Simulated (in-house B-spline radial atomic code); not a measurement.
Binding energies in the lead ion Pb³⁹⁺

NIST's tabulated ground configuration is [Kr] 4d7; each binding energy is the energy of the ion with one electron taken from that subshell, relaxed, less that of the parent. Computed with a B-spline radial code for spherical atoms: Dirac-Hartree-Fock, average of configuration, Fermi nucleus of rms radius 5.5012 fm. Energies include first-order Breit, QED and recoil terms.

| subshell | X-ray name | binding energy (eV) | -ε (eV) | relaxation (eV) |
| --- | --- | --- | --- | --- |
| 1s | K | 89728.2 | 90290.8 | 67.1 |
| 2s | L1 | 17601.6 | 17696.2 | 29.5 |
| 2p1/2 | L2 | 16932.9 | 17031.5 | 34.4 |
| 2p3/2 | L3 | 14769.1 | 14839.4 | 30.3 |
| 3s | M1 | 5558.5 | 5581.3 | 8.6 |
| 3p1/2 | M2 | 5263.2 | 5286.1 | 9.6 |
| 3p3/2 | M3 | 4765.3 | 4781.6 | 8.2 |
| 4s | N1 | 2404.9 | 2410.5 | 1.5 |
| 4p1/2 | N2 | 2271.1 | 2276.5 | 1.6 |
| 4p3/2 | N3 | 2120.7 | 2124.3 | 1.3 |
| 4d | N4,5 | 1895.4 | 1897.9 | 1.4 |

Relaxation = -ε minus the binding energy without Breit, QED and recoil terms.

Emission lines follow as differences of binding energies, with λ = 12398.42 eV·Å / E:

```tsv
line	holes	energy (eV)	wavelength (Å)
K-L3	1s → 2p3/2	74959.1	0.1654
K-L2	1s → 2p1/2	72795.3	0.17032
K-M3	1s → 3p3/2	84962.9	0.14593
L1-M3	2s → 3p3/2	12836.3	0.96589
L3-M1	2p3/2 → 3s	9210.6	1.3461
```

(1) What screening constant σ does Moseley's law, E = (3/4)·13.6057 eV·(Z - σ)², need for K-L3?

Moseley's non-relativistic formula needs a falling, then negative, screening constant for heavy elements, because relativity binds the 1s electron more strongly than the formula allows.

(2) What does it cost to remove both a 2s and a 4p1/2 electron?

(3) What does it cost to remove two 1s electrons?

Answers

(1) σ = -3.71.

(2) 19960 eV, which is 87.1 eV more than the two single binding energies together.

(3) 181160 eV, which is 1701 eV more than the two single binding energies together.
